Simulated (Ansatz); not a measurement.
`O[SiH]1[SiH2][SiH2]1` + CH₄ → `C[SiH]1[SiH2][SiH2]1` + H₂O  (formal exchange of groups at the Si–O bond)

Gas-phase electronic energies from Ansatz, PBE0-D4/def2-TZVP geometries. CBS: MP2 limit from def2 TZ/QZ plus the TZ coupled-cluster correction, frozen cores. This one scheme is used for every species. DFT in def2-TZVPP. One conformer a species, not always the lowest.

```tsv
level	ΔE (kJ/mol)
B2PLYP	83.6
HF/CBS(def2)	92.6
```

Question: What does CCSD(T)/CBS give? (Best estimate.)

Answer: Ansatz gave: +73.5 kJ/mol. The listed levels differ from it by 10.1, 19.1 kJ/mol.

Largest T1 diagnostic among the species: 0.015.

The D4 term adds −4.3 kJ/mol with B3LYP and −2.5 kJ/mol with PBE0; it sums over pairs of atoms, weighted by their polarisabilities, and B3LYP, whose exchange is more repulsive, gets the larger term. In def2-TZVPP, CCSD(T) changes the Hartree–Fock value by −16.8 kJ/mol (the triples alone add −1.8 kJ/mol) and MP2 by −17.0 kJ/mol.

B3LYP here is the variant with VWN-RPA as its local correlation; programs differ in this.
